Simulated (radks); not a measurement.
Tb I, 65 electrons, occupied as [Xe] 4f9 6s2. All-electron calculation, Dirac Kohn-Sham, RPBE, spin-unpolarised, spherical densities, point nucleus; open shells are shared between the two j in proportion to 2j + 1. Program: a radial shooting solver on a logarithmic mesh with Libxc functionals.

Normalised radial functions P(r) = r R(r) (large component), r in bohr:

r	4f7/2
0.001053	0.0000
0.001226	0.0000
0.001438	0.0000
0.001675	0.0000
0.001965	0.0000
0.002288	0.0000
0.002663	0.0000
0.003125	0.0000
0.003638	0.0000
0.00427	0.0000
0.004971	0.0000
0.005833	0.0000
0.006791	0.0000
0.007905	0.0000
0.009277	0.0000
0.0108	0.0000
0.01267	0.0001
0.01475	0.0001
0.01731	0.0002
0.02016	0.0004
0.02347	0.0007
0.02754	0.0012
0.03206	0.0021
0.03762	0.0037
0.0438	0.0062
0.05139	0.0106
0.05983	0.0173
0.06965	0.0276
0.08174	0.0445
0.09516	0.0686
0.1117	0.1055
0.13	0.1548
0.1526	0.2250
0.1776	0.3113
0.2068	0.4166
0.2426	0.5450
0.2825	0.6765
0.3315	0.8132
0.3859	0.9277
0.4528	1.0160
0.5272	1.0570
0.6137	1.0514
0.7202	0.9985
0.8384	0.9130
0.9839	0.7996
1.145	0.6820
1.344	0.5582
1.565	0.4473
1.822	0.3477
2.138	0.2585
2.489	0.1897
2.921	0.1337
3.4	0.0944
3.99	0.0641
4.645	0.0430
5.407	0.0274
6.346	0.0162
7.387	0.0094
8.669	0.0049
10.09	0.0024
11.84	0.0010
13.79	0.0004

4f7/2: eigenvalue -2.665 eV, 0 radial nodes, <r> = 0.921 bohr, 90 % of the charge inside 1.62 bohr.
